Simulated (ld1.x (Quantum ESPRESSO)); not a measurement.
**indium: TM semilocal pseudisation with PBEsol, scalar-relativistic reference atom.**

```
Element                 : In (Z = 49)
Generator               : ld1.x (Quantum ESPRESSO) 7.5
Type                    : norm-conserving Troullier–Martins (semilocal form)
Functional              : PBEsol
Relativity              : scalar-relativistic
Frozen core             : [Kr] 4d10
Valence charge          : 3
Reference configuration : 5s1 5p2
Partial waves           : 5s (bound): rc 2.05 bohr; 5d channel at 0.1 Ry: rc 2.00 bohr; 5p (bound): rc 2.40 bohr
Local potential         : the p channel
Core correction         : none
```

Task: Does the generator finish with these settings?

Result: Yes, a potential is produced and its reference levels are reproduced.

Task: Estimate the cutoffs (Ry, on a coarse ladder) from which the occupation-weighted sum of valence levels, in a spherical-Bessel basis at the reference potential, stays within 10 and 1 mRy of its value at 400 Ry.

Result: 10 Ry and 25 Ry.

Task: Which valence shell sets the plane-wave cutoff?

Result: 5s: its level needs 25 Ry to come within 1 mRy, against 12 Ry for 5p.

Task: Tests: 5s2 5p1; 5s2 5p0; 5s1 5p0; 5s1 5p1; 5s0 5p3; 5s2 5p1.3; 5s2 5p0.5. Which has the largest error in its energy relative to the reference configuration, and how large is it?

Result: 5s0 5p3, with +24 meV (all-electron minus pseudo) on +6.14 eV.
